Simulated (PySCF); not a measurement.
# Cu+ (copper, charge +1) across methods

[Ar] 3d9 4s1, 4s spin antiparallel (an excited configuration). Calculation: PySCF 2.14, in aug-cc-pVTZ-PP with ECP10MDF; a scalar-relativistic core potential.

| method | E (hartree) | mean ε 3d α (eV) | mean ε 3d β (eV) | mean ε 4s β (eV) | Σ⟨r²⟩ (bohr²) | ⟨S²⟩ |
| --- | --- | --- | --- | --- | --- | --- |
| HSE06 | -196.8512 | -21.709 | -20.646 | -14.414 | 22.50 | 1.003 |
| r2SCAN | -196.8047 | -19.588 | -18.592 | -14.389 | 22.49 | 1.005 |
| r2SCANh | -196.7962 | -20.674 | -19.611 | -14.661 | 22.46 | 1.004 |
| PBEsol | -196.6491 | -19.394 | -18.460 | -14.039 | 22.59 | 1.003 |
| PW91 | -196.9862 | -19.482 | -18.620 | -14.086 | 22.61 | 1.003 |
| PBE | -196.9002 | -19.388 | -18.504 | -13.985 | 22.64 | 1.003 |
| UHF | -195.90359 | -29.623 | -27.983 | -16.406 | 22.70 | 1.004 |
| LDA | -196.5222 | -19.696 | -18.712 | -14.294 | 22.57 | 1.003 |

(1) Estimate the same row for PBE0.

Energies and moments cover only the electrons outside the core potential. With the s spin flipped the determinant is a mixture of two multiplicities, not a spectroscopic state.

## Answers

(1) E (hartree) = -196.8557; mean ε 3d α (eV) = -22.128; mean ε 3d β (eV) = -21.067; mean ε 4s β (eV) = -14.727; Σ⟨r²⟩ (bohr²) = 22.53; ⟨S²⟩ = 1.003.
